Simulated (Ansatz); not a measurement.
Isolated molecules relaxed with PBE0-D4/def2-TZVP in Ansatz; ΔE leaves out vibrations. CCSD(T)/CBS is the MP2 limit (def2-TZVPP, def2-QZVPP) plus CCSD(T) − MP2 in def2-TZVPP, frozen cores. This one scheme is used for every species. Each species was taken in one conformer, which may not be the lowest.

Consider the β-hydride elimination: `CNB(F)[SiH2]Cl` → `FB[SiH2]Cl` + `C=N`.

`CNB(F)[SiH2]Cl`:

Cartesian coordinates in Å:
```
C -1.085 0.722 -1.688
N -0.335 0.517 -0.468
B 0.100 -0.694 0.044
F -0.172 -1.835 -0.614
Si 1.143 -0.756 1.778
Cl 1.333 1.201 2.457
H -1.269 -0.240 -2.164
H -2.049 1.196 -1.485
H -0.533 1.353 -2.390
H -0.114 1.353 0.050
H 2.518 -1.296 1.625
H 0.463 -1.523 2.854
```

`FB[SiH2]Cl`:

```xyz
7

F     0.340   -1.046   -1.872
B     0.815   -0.524   -0.761
Si   -0.421    0.372    0.583
Cl   -2.383    0.338   -0.041
H     2.003   -0.605   -0.586
H    -0.335   -0.322    1.896
H    -0.018    1.789    0.781
```

`C=N`:

Cartesian coordinates in Å:
```
C 0.367 0.028 0.129
N -0.857 -0.229 0.283
H 0.823 0.371 -0.807
H 1.041 -0.094 0.979
H -1.374 -0.075 -0.584
```

| level | ΔE (kcal/mol) |
| --- | --- |
| SCS-MP2/def2-TZVPP | 66.1 |
| HF/def2-QZVPP | 60.2 |

(1) What does CCSD(T)/CBS give? (An estimate is asked.)

Largest T1 diagnostic among the species: 0.012.

## Answers

(1) Ansatz gave: +67.9 kcal/mol. The listed levels differ from it by -1.8, -7.7 kcal/mol.

In def2-TZVPP, CCSD(T) changes the Hartree–Fock value by +6.2 kcal/mol (the triples alone add +0.3 kcal/mol) and MP2 by +9.7 kcal/mol. The D4 term adds +3.5 kcal/mol with B3LYP and +2.0 kcal/mol with PBE0; it sums over pairs of atoms, weighted by their polarisabilities, and B3LYP, whose exchange is more repulsive, gets the larger term. From PBE to PBE0 (25 % exact exchange), in def2-TZVPP and without D4, ΔE moves by +3.1 kcal/mol.

B3LYP here is the variant with VWN-RPA as its local correlation; programs differ in this.
